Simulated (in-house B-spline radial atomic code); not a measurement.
# How G0W0 and RPA depend on the start: Al2+

Configuration [Ne] 3s1, highest spin. Computed with a B-spline radial code for spherical atoms: all electrons, non-relativistic, point nucleus, each spin shell either full or empty, empty states to l = 9 with an (l + 1/2)⁻⁴ tail; G0W0 by contour deformation at full frequency.

RPA overbinds a lone outer s electron by self-correlation, and G0W0 tends to as well.

```csv
start,mean-field 3s up (eV),G0W0 (eV),QP weight,RPA correlation (Eh)
Hartree-Fock,-28.062,-28.925,0.977,-0.574
LDA VWN5,-24.542,-29.219,0.947,-0.64955
PBE,-24.440,?,?,?
PBE0,-25.456,-29.113,0.958,-0.62633
r2SCAN,-24.650,-29.156,0.952,-0.63459
HSE06,-25.078,?,?,?
B3LYP (VWN-RPA),-25.378,-29.140,0.957,-0.63152
SCAN,-24.682,-29.155,0.952,-0.6341
TPSS,-24.393,-29.158,0.947,-0.64284
BHandHLYP,-26.441,-29.054,0.967,-0.60805
CAM-B3LYP,-26.913,-29.082,0.968,-0.62125
LC-wPBE,-28.194,-29.050,0.974,-0.61946
wB97X,-27.549,-29.012,0.974,-0.61513
PBEsol,-24.401,-29.193,0.946,-0.64821
BLYP,-24.421,-29.186,0.947,-0.64918
r2SCAN0,-25.607,-29.096,0.961,-0.61782
LDA exchange-only,-23.799,-29.195,0.946,-0.6493
```

(1) What G0W0 level, weight and RPA correlation energy follow from the HSE06 start?

(2) What G0W0 level, weight and RPA correlation energy follow from the PBE start?

(3) How much of the dependence on the start does G0W0 remove?

Answers

(1) G0W0 level -29.128 eV, weight 0.954, RPA correlation -0.62909 hartree.

(2) G0W0 level -29.178 eV, weight 0.946, RPA correlation -0.64805 hartree.

(3) The mean-field levels span 4.39 eV and the G0W0 levels 0.294 eV. Against 28.448 eV (NIST, measured) the G0W0 removal energies are off by +0.48 to +0.77 eV, with relativity, Breit and QED terms left out.
